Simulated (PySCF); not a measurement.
Species: C₅H₅NO₃.
Z-matrix (Å and degrees, PBE0-D3(BJ)/def2-SVP geometry), rows numbered from 1:
```
C 
O   1  1.4174
C   2  1.3260  1  115.70
O   3  1.2044  2  124.63  1    -0.40
C   3  1.4846  2  112.92  1   179.37
C   5  1.4226  3  124.98  2  -178.59
C   6  1.3586  5  102.48  3  -179.82
O   7  1.3383  6  109.80  5    -0.04
N   5  1.3127  3  123.24  2     1.62
H   1  1.0956  2  106.20  3  -178.78
H   1  1.1000  2  110.78  3    61.37
H   1  1.0999  2  110.77  3   -58.91
H   6  1.0856  5  127.57  3     0.22
H   7  1.0878  6  134.18  5  -179.99
```

Level: CAM-B3LYP/def2-SVPD in PySCF, non-relativistic, on one gas-phase PBE0-D3(BJ)/def2-SVP geometry that isn't relaxed in the solvent. The solvent is an IEF-PCM continuum (Bondi radii, 1.10 Å for H, scaled by 1.2), and excitations are vertical TDDFT with non-equilibrium linear response and a frozen core. Specific hydrogen bonds and non-electrostatic terms are outside this model.

Gas-phase singlets (H = HOMO, L = LUMO):

| state | E (eV) | λ (nm) | f | leading configurations |
| --- | --- | --- | --- | --- |
| S1 | 5.369 | 231 | 0.000 | H-1→L 84%, H-1→L+1 10% |
| S2 | 6.030 | 206 | 0.046 | H→L 71%, H-4→L 22% |
| S3 | 6.033 | 205 | 0.017 | H-4→L 73%, H→L 21% |
| S4 | 6.801 | 182 | 0.129 | H-2→L 75%, H→L+1 11% |
| S5 | 7.165 | 173 | 0.086 | H-3→L 84% |

Task: Give the list for cyclohexane (ε = 2.017), n² = 2.04.

Result: 
```tsv
state	E (eV)	λ (nm)	f	leading configurations	change by rank (eV)
S1	5.402	229	0.000	H-1→L 85%, H-1→L+1 10%	+0.033
S2	5.918	210	0.085	H→L 94%	-0.112
S3	6.074	204	0.006	H-4→L 95%	+0.041
S4	6.715	185	0.193	H-2→L 84%	-0.086
S5	7.093	175	0.113	H-3→L 87%	-0.072
```

Task: Give the list for chloroform (ε = 4.711), n² = 2.09.

Result: 
| state | E (eV) | λ (nm) | f | leading configurations | change by rank (eV) |
| --- | --- | --- | --- | --- | --- |
| S1 | 5.430 | 228 | 0.000 | H-1→L 86%, H-1→L+1 9% | +0.061 |
| S2 | 5.862 | 212 | 0.089 | H→L 94% | -0.168 |
| S3 | 6.127 | 202 | 0.006 | H-4→L 95% | +0.094 |
| S4 | 6.693 | 185 | 0.205 | H-2→L 87% | -0.108 |
| S5 | 7.080 | 175 | 0.115 | H-3→L 88% | -0.085 |

Task: The ground-state energy changes by -0.254 eV from gas to chloroform. By how much does the total energy of gas-phase S1 change?

Result: E(S1) = E(S0) + excitation energy, so it changes by -0.254 + 0.061 = -0.193 eV: it is lowered less than the ground state, which is what a blue shift means. This is the vertical state, with the slow part of the continuum still set for S0.

Task: How do the frontier levels move from gas to chloroform?

Result: 
| orbital | gas (eV) | solvent (eV) | change (eV) | Löwdin shares, gas | Löwdin shares, solvent |
| --- | --- | --- | --- | --- | --- |
| LUMO+2 | 1.22 | 1.30 | +0.08 | C1 18 %, C3 15 %, C7 11 %, C6 10 % | C3 19 %, C1 18 %, O4 12 %, C6 9 % |
| LUMO+1 | 0.95 | 1.03 | +0.08 | C7 28 %, C6 25 %, O8 10 %, C3 9 % | C7 29 %, C6 24 %, O8 10 %, C3 10 % |
| LUMO | -0.46 | -0.54 | -0.08 | N9 25 %, C5 16 %, C3 16 %, O4 15 % | N9 24 %, C3 17 %, C5 16 %, O4 16 % |
| HOMO | -9.56 | -9.51 | +0.05 | C7 29 %, C6 26 %, N9 24 %, O8 8 % | C7 29 %, C6 28 %, N9 24 %, O8 8 % |
| HOMO-1 | -10.15 | -10.30 | -0.15 | O4 68 %, O2 11 %, C3 9 %, C5 6 % | O4 67 %, O2 11 %, C3 9 %, C5 6 % |
| HOMO-2 | -10.42 | -10.45 | -0.03 | C5 26 %, O8 26 %, N9 14 %, C6 13 % | C5 26 %, O8 25 %, N9 14 %, C6 12 % |
| HOMO-3 | -10.62 | -10.65 | -0.03 | O2 45 %, O4 24 %, C1 11 %, C3 7 % | O2 39 %, O4 28 %, C1 11 %, C3 8 % |

The HOMO–LUMO gap goes from 9.10 to 8.98 eV.
